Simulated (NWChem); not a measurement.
Species: SnHF, singlet; SMILES [SnH][F]

Results from NWChem. Medium grid unless said otherwise, to which SCAN and Minnesota functionals are sensitive. Low-valent species are run as closed-shell singlets; no triplet was tried in these runs. Coordinates come from a PBE0/def2-SVP optimisation. def2 effective core potentials on Sn; no spin-orbit coupling. Hybrids' shares of exact exchange are those that their runs print; pure functionals count as 0. The functionals differ in more than this share.

```
row                                   share of exact exchange  orbital gap (eV)
------------------------------------  -----------------------  ----------------
PBE/def2-SVP                                             0.00              2.29
LDA (Slater exchange, VWN5)/def2-SVP                     0.00              2.17
TPSSh/def2-SVP                                           0.10              3.24
B3LYP/def2-SVP                                           0.20              3.71
M05-2X/def2-SVP                                          0.56          withheld
```

### Question
Fit a straight line of the last column on the one before it, predict the withheld value, and compare with the run.

### Answer

1. Means of the 4 shown rows: x = 0.075, y = 2.853. Slope Σ(x − x̄)(y − ȳ)/Σ(x − x̄)² = 0.2102/0.02750 = 7.645; intercept 2.279.
2. The shown rows scatter about the line by 0.123 (root mean square); the largest residual is +0.20, at TPSSh/def2-SVP.
3. At x = 0.56 (M05-2X/def2-SVP; beyond the shown range) the line gives 6.56.
4. The run gives 6.15, -0.41 from the line, 3.3 times the scatter.
